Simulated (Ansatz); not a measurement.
Isolated molecules relaxed with PBE0-D4/def2-TZVP in Ansatz; ΔE leaves out vibrations. CCSD(T)/CBS is the MP2 limit (def2-TZVPP, def2-QZVPP) plus CCSD(T) − MP2 in def2-TZVPP, frozen cores. This one scheme is used for every species. Functionals use def2-TZVPP. HSE06 is defined as in plane-wave codes. One conformer a species, not always the lowest.

`[SiH3][NH][AlH][Cl]` → `[NH2][AlH][Cl]` + `[SiH2]`  (silylene loss)

`[SiH3][NH][AlH][Cl]`:

Z-matrix (Å, degrees):
```
Si
N 1 1.731
H 1 1.489 2 111.4
H 1 1.489 2 111.5 3 119.8
H 1 1.482 2 107.9 3 -120.1
Al 2 1.771 1 132.0 3 120.2
H 2 1.013 1 113.8 3 -59.8
Cl 6 2.093 2 118.8 1 -0.0
H 6 1.570 2 120.8 1 -180.0
```

`[NH2][AlH][Cl]`:

Cartesian coordinates in Å:
```
N 0.807 0.515 -0.255
Al -0.670 -0.384 0.051
Cl -0.991 -1.087 2.002
H 1.063 0.898 -1.151
H 1.512 0.719 0.434
H -1.722 -0.660 -1.082
```

`[SiH2]`:

Z-matrix (Å, degrees):
```
Si
H 1 1.525
H 1 1.525 2 91.2
```

```
           level  ΔE (kJ/mol)  difference from CCSD(T)/CBS
    CAM-B3LYP-D4        290.2                          3.3
            BLYP        252.0                        -34.9
            PBE0        285.8                         -1.1
           HSE06        286.0                         -0.9
     HF/def2-SVP        269.8                        -17.1
CCSD(T)/def2-SVP        271.6                        -15.3
  MP2/def2-TZVPP        302.5                         15.6
    HF/CBS(def2)        276.1                        -10.8
   MP2/CBS(def2)        308.4                         21.5
  CCSD/CBS(def2)        283.0                         -3.9
     CCSD(T)/CBS        286.9                            0
```

Largest T1 diagnostic among the species: 0.014.

Leaving LDA and LC-ωPBE aside and taking each functional with its dispersion term where it has one, the values, not all of them listed here, spread over 37.2 kJ/mol, from BLYP-D4 to r2SCAN0-D4. LDA lies +34.7 kJ/mol from PBE without D4. The D4 term adds +14.0 kJ/mol with B3LYP and +7.6 kJ/mol with PBE0; it sums over pairs of atoms, weighted by their polarisabilities, and B3LYP, whose exchange is more repulsive, gets the larger term.

B3LYP here is the variant with VWN-RPA as its local correlation; programs differ in this.
